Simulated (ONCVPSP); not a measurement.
## Pseudopotential generation for zinc (Zn): ONCV, PW91, scalar-relativistic.

ONCVPSP 4.0.1 was run on this input:

```
# ATOM AND REFERENCE CONFIGURATION
# atsym  z   nc   nv     iexc    psfile
  Zn 30.00    6    1  -109134      upf
#
#   n    l    f
    1    0    2.00
    2    0    2.00
    2    1    6.00
    3    0    2.00
    3    1    6.00
    3    2   10.00
    4    0    1.50
#
# PSEUDOPOTENTIAL AND OPTIMIZATION
# lmax
    1
#
#   l,   rc,      ep,       ncon, nbas, qcut
    0    2.05    0.00    4    7    2.90
    1    1.90    0.14    3    7    4.90
#
# LOCAL POTENTIAL
# lloc, lpopt,  rc(5),   dvloc0
    4    4    1.25    0.00
#
# VANDERBILT-KLEINMAN-BYLANDER PROJECTORs
# l, nproj, debl
    0    1    0.40
    1    3    0.70
#
# MODEL CORE CHARGE
# icmod, fcfact, rcfact
    3    4.00    1.25
#
# LOG DERIVATIVE ANALYSIS
# epsh1, epsh2, depsh
   -2.00    5.00    0.02
#
# OUTPUT GRID
# rlmax, drl
    6.00    0.01
#
# TEST CONFIGURATIONS
# ncnf
    4
# nvcnf
#   n    l    f
    1
    4    0    2.00
#
    1
    4    0    1.00
#
    2
    4    0    1.00
    4    1    1.00
#
    2
    4    0    0.00
    4    1    1.00
#
```

Command:

```bash
oncvpsp.x < Zn.dat > Zn.out
```

Resulting log (shortened: citation, most of the input echo, consistency checks and plot data are left out):

```
ONCVPSP  (Optimized Norm-Conservinng Vanderbilt PSeudopotential)
scalar-relativistic version 4.0.1

#   n    l    f        energy (Ha)
    1    0    2.00    -3.5030598E+02
    2    0    2.00    -4.2744603E+01
    2    1    6.00    -3.7081579E+01
    3    0    2.00    -4.9194288E+00
    3    1    6.00    -3.2374530E+00
    3    2   10.00    -5.4527646E-01
    4    0    1.50    -3.6442158E-01

Reference configufation results
  iterations    32
  all-electron total energy (Ha)   -1.79630209D+03

Begin loop to  construct optimized pseudo wave functions
and semi-local pseudopoentials for all angular momenta

Calculating optimized projector #   1

 for l=   0

    Fraction of norm inside rc  0.363829
    Optimizing pswf for qcut=   2.91 a_B^-1,  ecut=   4.23 Ha
    Residual kinetic energy error=  4.88D-03 Ha

    Energy error per electron        Cutoff
         Ha          eV             Ha
         0.01000     0.27211        3.44
         0.00100     0.02721       11.88
         0.00010     0.00272       26.19
         0.00001     0.00027       30.97

WARNING wellstate: moderately localized bound state found for n= 4 l=  1
WARNING scattering state with energy  0.05000000
WARNING will be used for the first projector

   Wellstate for l =  1  n =  5
     eigenvalue =   0.0500
     asymptotic potential =   0.5500
     half-point radius = 14.0541

   Wellstate for l =  1  n =  5
     eigenvalue =   0.7500
     asymptotic potential =   1.2500
     half-point radius =  4.2560

   Wellstate for l =  1  n =  6
     eigenvalue =   1.4500
     asymptotic potential =   1.9500
     half-point radius =  4.8665

Calculating optimized projector #   1

 for l=   1

    Fraction of norm inside rc  0.058176
    Optimizing pswf for qcut=   4.90 a_B^-1,  ecut=  12.01 Ha
    Residual kinetic energy error=  7.00D-07 Ha

    Energy error per electron        Cutoff
         Ha          eV             Ha
         0.01000     0.27211        1.10
         0.00100     0.02721        4.26
         0.00010     0.00272        7.58
         0.00001     0.00027        9.75

Calculating optimized projector #   2

 for l=   1

    Fraction of norm inside rc  0.178433
    Optimizing pswf for qcut=   4.90 a_B^-1,  ecut=  12.01 Ha
    Residual kinetic energy error=  2.13D-04 Ha

    Energy error per electron        Cutoff
         Ha          eV             Ha
         0.01000     0.27211        3.18
         0.00100     0.02721        6.70
         0.00010     0.00272       27.17
         0.00001     0.00027       65.52

Calculating optimized projector #   3

 for l=   1

    Fraction of norm inside rc  0.124725
    Optimizing pswf for qcut=   4.90 a_B^-1,  ecut=  12.01 Ha
    Residual kinetic energy error=  4.01D-04 Ha

    Energy error per electron        Cutoff
         Ha          eV             Ha
         0.01000     0.27211        4.70
         0.00100     0.02721        7.96
         0.00010     0.00272       72.69
         0.00001     0.00027      112.09

Construct Vanderbilt / Kleinmman-Bylander projectors

B matrix Hermiticity error, ll=   1
   1   2   -1.4896E-05
   1   3    2.8465E-05
   2   3    2.8331E-05

  Orthonormal projector coefficients -2.2648E+01  3.6342E+00  8.5802E-01

Model core correction analysis
  based on d2Exc/dn_idn_j

d2excae - all-electron derivatives

   -3.853330D-02

d2excps - pseudofunction derivatives with no core correction

   -6.118872D-02

rms 2nd derivative error    2.265543E-02

rmatch, rhocmatch    2.1354    0.1546

Teter function model core charge with specified parameters

d2excps - pseudofunction derivatives with core correction

   -4.748508D-02

rms 2nd derivative error    8.951789E-03

Pseudoatom total energy   -0.902253

Diagnostic tests using Vanderbilt-Kleinman-Bylander pseudopotentials
  1 or more projectors used as specified by nproj input data

   l    rcore       rmatch      e in        delta e   norm test  slope test

   0   2.0601126   2.1226621  -0.3644216  -0.0000011   0.9999999   1.0000251

   1   1.9059751   1.9638446   0.0500000  -0.0000234   0.9999788   0.9999788
   1   1.9059751   1.9638446   0.7500000   0.0001451   0.9999948   0.9999948
   1   1.9059751   1.9638446   1.4500000   0.0002755   1.0001035   1.0001035

 Testing for bound ghosts
   n   l    E NL Schr. Eq   E Basis Diag.   E Cutoff

   1   0       -0.364423       -0.359980     29.45

       1                       -2.438490     82.67  WARNING - GHOST(-)
   2   1       -0.158237       -0.118324     82.67

 Testing for highly-localized positive-energy ghosts
       l    <radius>/rc     E Basis Diag.   E Cutoff

       0        0.579867        0.469161     29.45  WARNING - GHOST(+)

       1        0.619396       48.044193     82.67  WARNING - GHOST(+)

Test configuration 0

   n   l     f        eae           eps        diff
   1   0  2.0000 -350.30597767
   2   0  2.0000  -42.74460273
   2   1  6.0000  -37.08157884
   3   0  2.0000   -4.91942880
   3   1  6.0000   -3.23745301
   3   2 10.0000   -0.54527646
   4   0  1.5000   -0.36442158   -0.36442265   -1.07D-06

    Total energies and differences
      AE_ref= -1.79630209D+03  AE_tst= -1.79630209D+03  dif=  0.00D+00
      PS_ref= -9.02252577D-01  PS_tst= -9.02252577D-01  dif=  0.00D+00
      PSP excitation error=  0.00D+00

Test configuration 1

   n   l     f        eae           eps        diff
   1   0  2.0000 -350.13531762
   2   0  2.0000  -42.57718459
   2   1  6.0000  -36.91388866
   3   0  2.0000   -4.74929969
   3   1  6.0000   -3.06706386
   3   2 10.0000   -0.37577178
   4   0  2.0000   -0.22219073   -0.22102234    1.17D-03

    Total energies and differences
      AE_ref= -1.79630209D+03  AE_tst= -1.79644824D+03  dif= -1.46D-01
      PS_ref= -9.02252577D-01  PS_tst= -1.04807153D+00  dif= -1.46D-01
      PSP excitation error= -3.28D-04

Test configuration 2

   n   l     f        eae           eps        diff
   1   0  2.0000 -350.49302177
   2   0  2.0000  -42.92734784
   2   1  6.0000  -37.26468360
   3   0  2.0000   -5.10540871
   3   1  6.0000   -3.42370084
   3   2 10.0000   -0.73009445
   4   0  1.0000   -0.51711113   -0.51913370   -2.02D-03

    Total energies and differences
      AE_ref= -1.79630209D+03  AE_tst= -1.79608212D+03  dif=  2.20D-01
      PS_ref= -9.02252577D-01  PS_tst= -6.81764235D-01  dif=  2.20D-01
      PSP excitation error= -5.15D-04

Test configuration 3

   n   l     f        eae           eps        diff
   1   0  2.0000 -350.21771497
   2   0  2.0000  -42.65525473
   2   1  6.0000  -36.99223153
   3   0  2.0000   -4.83152390
   3   1  6.0000   -3.14951912
   3   2 10.0000   -0.45643245
   4   0  1.0000   -0.27444071   -0.27516975   -7.29D-04
   4   1  1.0000   -0.07824944   -0.07966368   -1.41D-03

    Total energies and differences
      AE_ref= -1.79630209D+03  AE_tst= -1.79626016D+03  dif=  4.19D-02
      PS_ref= -9.02252577D-01  PS_tst= -8.60908106D-01  dif=  4.13D-02
      PSP excitation error=  5.87D-04

Test configuration 4

   n   l     f        eae           eps        diff
   1   0  2.0000 -350.56068470
   2   0  2.0000  -42.99094295
   2   1  6.0000  -37.32846355
   3   0  2.0000   -5.17308702
   3   1  6.0000   -3.49145700
   3   2 10.0000   -0.79559487
   4   1  1.0000   -0.32044283   -0.32363032   -3.19D-03

    Total energies and differences
      AE_ref= -1.79630209D+03  AE_tst= -1.79584860D+03  dif=  4.53D-01
      PS_ref= -9.02252577D-01  PS_tst= -4.46918651D-01  dif=  4.55D-01
      PSP excitation error= -1.85D-03
```

Note: ghosts flagged at negative energy: p at -66.4 eV; GHOST(+) flagged for s at 12.8 eV. A true bound ghost makes a file unfit for plane-wave use.

The run took about 4.1 s on one core of a shared server CPU.
